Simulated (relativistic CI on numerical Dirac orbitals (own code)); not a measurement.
## What each ingredient does to the levels of Tl¹³⁺

Base calculation: Dirac-Coulomb-Breit CI, orbitals from a KLI potential per configuration, model QED (radiative potential, 1s self-energy scaled to tabulated hydrogen-like ionisation energies), unscaled Slater integrals.

Configurations in the expansion (outside the closed core [Kr] 4d10): 4f14.5s2.5p6, 4f14.5s2.5p5.5d, 4f14.5s.5p6.5d, 4f14.5s2.5p5.5f, 4f14.5s2.5p5.5g, 4f14.5s2.5p5.6s, 4f14.5s.5p6.5f, 4f13.5s2.5p6.5d, 4f14.5s2.5p5.6p, 4f14.5s.5p6.5g, 4f14.5s2.5p5.6d, 4f13.5s2.5p6.6s, 4f14.5s.5p6.6s, 4f14.5s2.5p5.7s, 4f13.5s2.5p6.6p, 4f13.5s2.5p6.5f, 4f14.5s.5p6.6p, 4f14.5p6.5d2, 4f14.5p5.5d3, 4f14.5p5.5d2.5f, 4f14.5p5.5d2.5g, 4f14.5p5.5d2.6s, 4f14.5p6.5f2, 4f14.5p5.5d.5f2, 4f14.5p5.5f3, 4f14.5p5.5f2.5g, 4f14.5p5.5f2.6s. Double excitations out of closed p, d and f shells are left out; levels of such configurations are missing from the list, as are those of other unlisted configurations, and high levels can miss mixing partners. These lack a partner that the ground configuration has and come out too high: 4f13.5s2.5p6.5d, 4f14.5s2.5p5.6p, 4f14.5s2.5p5.6d, 4f13.5s2.5p6.6s, 4f14.5s2.5p5.7s.

Variants: (1) P86 correlation estimate; (2) QED terms removed; (3) one mean potential for all configurations. Shifts of the energy above 4f14.5s2.5p6 1S_0, in cm⁻¹, for the lowest level and the first level of each name with at least 55 % of one term (blank where a level changes its place among those of its configuration and J or its character, or is not in the variant):

```tsv
Level	Base	Δ(1)	Δ(2)	Δ(3)
4f14.5s2.5p6 1S_0	0	0	0	0
4f14.5s2.5p5.5d 3P°_0	495105	+1899	+334	-508
4f14.5s2.5p5.5d 3P°_1	507690	+1899	+323	-511
4f14.5s2.5p5.5d 3F°_3	521856	+1905	+334	-530
4f14.5s2.5p5.5d 3F°_4	538873	+1908	+260	-526
4f14.5s2.5p5.5d 3D°_3	567952	+1899	+259	-515
4f14.5s2.5p5.5d 3D°_1	618264	+1910	+258	-420
4f14.5s2.5p5.5d 3F°_2	710945	+1909	+198	-496
4f14.5s2.5p5.5d 1P°_1	792545	+1944	+200	-123
4f14.5s2.5p5.6s 3P°_2	948158	+8737	-779	-6
4f14.5s2.5p5.6s 1P°_1	955235	+8736	-771	+105
4f13.5s2.5p6.5d 3P°_2	1040856	+4096	-436	+24019
4f14.5s.5p6.5d 3D_1	1073836	+3815	+1862	-495
4f13.5s2.5p6.5d 3P°_1	1075587	+4097	-542	+24823
```

At this charge energies of transitions that change n are usually good to better than 1 %, and those within a shell (Δn = 0) to a few per cent. Levels and lines within the n = 5 or 6 shells can be off by up to 10 % or somewhat more, and those that change n by about 2 %, since core polarisation is missing.

Ionisation energy from the two ground configurations alone: base 305.001 eV; P86 correlation estimate 306.69 eV. The NIST ASD value (semi-empirical) is 306.9 eV.

LS names give the leading component of a level, which can be under half, so a name can repeat, a term be missing and a line seem to break the LS rules.
